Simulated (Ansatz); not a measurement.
Geometry optimisation, RKS LDA/def2-SVP in Ansatz 0.2.0.

input.yaml

```yaml
crystal:
  periodic: [false, false, false]
  atoms:
    - { symbol: B, position_ang: [-0.6046, 1.4011, -0.5839] }
    - { symbol: Ge, position_ang: [0.1951, -0.3753, -0.4006] }
    - { symbol: "N", position_ang: [0.0674, -0.9146, 1.3668] }
    - { symbol: Cl, position_ang: [-0.7762, -1.7856, -1.6519] }
    - { symbol: H, position_ang: [-0.6926, 1.9596, -1.6725] }
    - { symbol: H, position_ang: [-1.1124, 2.0029, 0.347] }
    - { symbol: H, position_ang: [-0.95676, -0.83732, 1.20334] }
    - { symbol: H, position_ang: [0.6281, -1.8198, 1.4338] }
    - { symbol: H, position_ang: [0.6726, -0.2199, 1.9762] }
basis:
  gaussian: { orbitals: def2-SVP }
hamiltonian:
  xc: lda
relax:
  f_tol: 0.02
  max_steps: 50
```

Command:

```bash
$ ansatz run input.yaml --threads 2 --pin off --max-ram 3072MiB --backend cpu --events-out ev --progress --plain --runs-dir out
```

Problem. Where does it end, and by what steps?

Solution. It converged. After 15 steps the energy has fallen by 1.771 eV; H9 moved furthest, 0.88 Å.

| step | energy less start (eV) | largest force component (eV/Å) | accepted |
| --- | --- | --- | --- |
| 0 | 0.0000 | 3.991 | yes |
| 1 | -1.2050 | 2.002 | yes |
| 2 | -1.6569 | 0.370 | yes |
| 3 | -1.7075 | 0.205 | yes |
| 4 | -1.7301 | 0.079 | yes |
| 5 | -1.7402 | 0.229 | yes |
| 6 | -1.7459 | 0.410 | yes |
| 7 | -1.7497 | 0.345 | yes |
| 8 | -1.7636 | 0.223 | yes |
| 9 | -1.7681 | 0.114 | yes |
| 10 | -1.7681 | 0.186 | no |
| 11 | -1.7695 | 0.061 | yes |
| 12 | -1.7703 | 0.053 | yes |
| 13 | -1.7710 | 0.028 | yes |
| 14 | -1.7708 | 0.019 | no |
| 15 | -1.7712 | 0.015 | yes |

```xyz
9
Properties=species:S:1:pos:R:3
B -0.609 1.468 -0.578
Ge 0.396 -0.255 -0.709
N 0.058 -0.920 1.247
Cl -0.908 -1.934 -1.391
H -1.015 2.040 -1.578
H -0.376 2.171 0.406
H -0.756 -1.544 1.091
H 0.830 -1.469 1.652
H -0.199 -0.146 1.879
```

Time of the run: 8.7 s on 2 threads of AMD EPYC 9B45 (Zen 5) (shared host), peak memory 0.16 GiB.
